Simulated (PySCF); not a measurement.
# How methods differ on the excitation energy of Co+

Co+ [Ar] 3d8 (3F) → Co+ [Ar] 3d7 4s1 (5F), as a difference of total energies. Calculation: PySCF 2.14, in aug-cc-pVDZ; no relativity, point nucleus. Correlated levels: valence: [Ar] frozen. The calculations carry no spin-orbit coupling.

| method | excitation energy (eV) |
| --- | --- |
| UHF | -1.127 |
| MP2 (valence) | 0.743 |
| SCS-MP2 (valence) | 0.803 |
| CCSD (valence) | 0.289 |
| CCSD(T) (valence) | 0.357 |

**Question.** How much does correlation contribute at CCSD(T) (valence)?

**Answer.** 0.357 − (-1.127) = 1.484 eV, measured against UHF.

These non-relativistic numbers lack the scalar-relativistic shift.

Errors of the correlated levels include the incompleteness of this basis and the frozen core.

For comparison: 0.429 eV (measured; NIST levels, between the centres of gravity of the two terms).
